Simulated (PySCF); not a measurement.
OsO2, SMILES [Os](=[O])=[O] (connectivity only; charge and spin as stated), neutral, multiplicity 3. Atoms are numbered in the order given.

```xyz
3

Os     0.0000     0.0000     0.1188
O      0.0000     1.5490    -0.5645
O      0.0000    -1.5490    -0.5645
```
Charge 0, spin multiplicity 3.

Coordinates come from a r2SCAN-D4/def2-TZVP optimisation. The multiplicity is an assumed one; other spin states were not compared. The def2 effective core potentials stand for the cores of Os; spin–orbit coupling is left out.

Calculation: PBE/def2-TZVPD (PySCF).

Gas-phase values at a fixed geometry.

total energy: -241.09192 hartree
point group: C2v
α spin, highest occupied and lowest empty level: -6.80 and -4.58 eV
β spin, highest occupied and lowest empty level: -6.40 and -5.62 eV
dipole moment: 1.68 D
quadrupole, principal values (traceless, Buckingham form, about the centre of nuclear charge): -4.43, 1.23, 3.20 D·Å
mean static polarisability: 45.9 bohr³ (6.81 Å³)
polarisability, principal values: 38.2, 42.8, 56.7 bohr³
⟨S²⟩: 2.004 (pure state 2.00)
